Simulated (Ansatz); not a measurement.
Tetramethylammonium triflate, `C[N+](C)(C)C.O=S(=O)([O-])C(F)(F)F` was relaxed with PBE-D4 (def2-SVP) in Ansatz in these states: charge -1 doublet, neutral singlet. The geometries follow in no particular order.

A:

Cartesian coordinates in Å:
```
C 0.924 -2.391 -0.744
N 0.552 -0.955 -0.946
C -0.950 -0.840 -1.064
C 1.176 -0.435 -2.205
C 1.056 -0.141 0.222
H 0.553 -2.989 -1.598
H 2.023 -2.477 -0.670
H 0.456 -2.743 0.192
H -1.404 -1.151 -0.105
H -1.201 0.234 -1.178
H -1.274 -1.459 -1.920
H 2.276 -0.515 -2.127
H 0.812 -1.027 -3.064
H 0.882 0.623 -2.322
H 2.153 -0.264 0.278
H 0.538 -0.482 1.137
H 0.743 0.909 0.066
O -1.564 0.113 1.703
S -1.759 1.564 1.341
O -3.111 2.118 1.558
O -1.091 1.956 0.039
C -0.667 2.431 2.612
F -0.660 3.761 2.430
F 0.618 1.990 2.502
F -1.082 2.172 3.862
```

B:

```tsv
atom	x (Å)	y (Å)	z (Å)
C1	-0.672	-2.146	1.627
N2	-0.810	-1.239	0.411
C3	-1.478	0.052	0.808
C4	-1.650	-1.949	-0.636
C5	0.551	-0.926	-0.156
H6	-1.726	-2.324	1.982
H7	-0.174	-3.080	1.244
H8	-0.048	-1.580	2.360
H9	-0.833	0.539	1.567
H10	-1.520	0.699	-0.092
H11	-2.484	-0.227	1.204
H12	-1.091	-2.896	-0.875
H13	-2.642	-2.143	-0.140
H14	-1.724	-1.255	-1.504
H15	1.002	-1.905	-0.443
H16	1.127	-0.402	0.633
H17	0.407	-0.240	-1.014
O18	0.993	2.155	0.903
S19	0.815	2.787	-0.443
O20	0.691	4.270	-0.457
O21	-0.100	2.053	-1.382
C22	2.506	2.498	-1.242
F23	2.558	2.994	-2.500
F24	2.803	1.175	-1.319
F25	3.498	3.089	-0.535
```

**Question.** Judge from the bond lengths which geometry belongs to which state (an estimate).

**Answer.** A is the neutral singlet (C1–N2 1.497 Å, C1–H6 1.106 Å, N2–C4 1.498 Å); B is the charge -1 doublet (C1–N2 1.523 Å, C1–H6 1.126 Å, N2–C4 1.519 Å).

At PBE-D4/def2-SVP the highest occupied level of the relaxed charge -1 doublet lies above zero (up to 2.89 eV). By energy differences it is unbound by 0.96 eV (each at its own geometry, against the charge 0 singlet, at PBE-D4/def2-SVP) and held by the finite basis.
